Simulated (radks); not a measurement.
Values are calculated unless marked as measured or tabulated.
Pd I, 46 electrons, occupied as [Kr] 4d10. Level of theory: scalar-relativistic Kohn-Sham, HCTH/407, spin-unpolarised, spherical densities, finite nucleus; Fermi nuclear charge, rms radius 4.5318 fm (a radial shooting solver on a logarithmic mesh with Libxc functionals).

Radial electron density D(r) = 4 pi r^2 rho(r):

r (bohr)  D(r) (e/bohr)
0.001252          1.716
0.001644          2.764
0.002158          4.401
0.002832          6.904
0.003718          10.62
0.00488           15.93
0.006405          23.12
0.008407          32.12
0.01104           42.19
0.01448           51.57
0.01901           57.67
0.02496           58.31
0.03276           54.13
0.04299           50.38
0.05643           54.18
0.07408           65.96
0.09801           74.08
0.1286            66.03
0.1689            51.50
0.2216            51.18
0.2909            58.92
0.3819            48.74
0.5012            25.59
0.6579            15.59
0.8636            17.34
1.134             14.97
1.488             8.526
1.953             3.756
2.563             1.440
3.365            0.4837
4.416            0.1389
5.797           0.02814

D(r) has 4 maxima, at r = 0.0225, 0.0988, 0.298, 0.906 bohr, and minima at 0.0444, 0.193, 0.674 bohr, inside which lie 2.01, 11.14, 29.01 electrons.
